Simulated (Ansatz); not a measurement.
# Relative stability

The two ends of one reaction step of AlH3Cl2O, singlet (PBE0-D4/def2-TZVP).

A:

```xyz
7
angstrom
Al -0.4262 -0.6659 0.2450
H -0.1114 -0.7219 1.7878
Cl 0.0946 -2.3251 -0.9444
Cl -2.1526 0.4080 -0.3981
H 1.4190 1.0904 0.3558
O 0.8350 0.7403 -0.3269
H 0.3417 1.4740 -0.7192
```

B:

Al1  (-0.290, -0.285, -0.501)
H2  (0.128, -0.363, 1.765)
Cl3  (0.166, -2.302, -0.702)
Cl4  (-2.249, 0.280, -0.056)
H5  (0.714, 0.042, 1.513)
O6  (0.862, 0.847, -0.971)
H7  (0.671, 1.781, -1.048)
(Å)

Computed with Ansatz 0.2.0 (basis: def2-TZVPP); correlated methods freeze the cores. B3LYP uses VWN-RPA correlation.

(1) Which structure is lower at CCSD(T), and by how much? (Judge from chemistry; the value comes from the calculation.)

The T1 diagnostic stays at or below 0.010.

Answers

(1) By the calculation: B, by 0.171 eV (electronic energy, against the other). By their contacts, A is AlH₃Cl₂O ([OH2][AlH]([Cl])[Cl]) and B is a complex of AlHCl₂O ([OH][Al]([Cl])[Cl]) + H₂.

All methods give the same order:

```
      method  E(B) − E(A) (eV)
       SPW92            -0.047
      PBE-D4            -0.183
     BLYP-D4            -0.274
   r2SCAN-D4            -0.204
      B97M-V            -0.064
     PBE0-D4            -0.112
    B3LYP-D4            -0.204
  r2SCAN0-D4            -0.143
    BHLYP-D4            -0.127
CAM-B3LYP-D4            -0.154
     wB97X-V            -0.136
     wB97M-V            -0.149
      B2PLYP            -0.209
    PBE-QIDH            -0.121
  RPA on PBE            -0.176
          HF            -0.063
         MP2            -0.230
        CCSD            -0.149
     CCSD(T)            -0.171
```

Labels in which every atom is bracketed show which atoms are joined, not bond orders.

For scale, one of the runs: CCSD(T)/def2-TZVPP, 199 basis functions, launched by `ansatz run in.yaml --threads 4 --pin off --events-out ev --progress --plain --max-ram 9574MiB`. The run took 29 s on 4 CPU threads of an Arm Neoverse V2 (shared host), with 2.2 GiB of host memory at its peak.
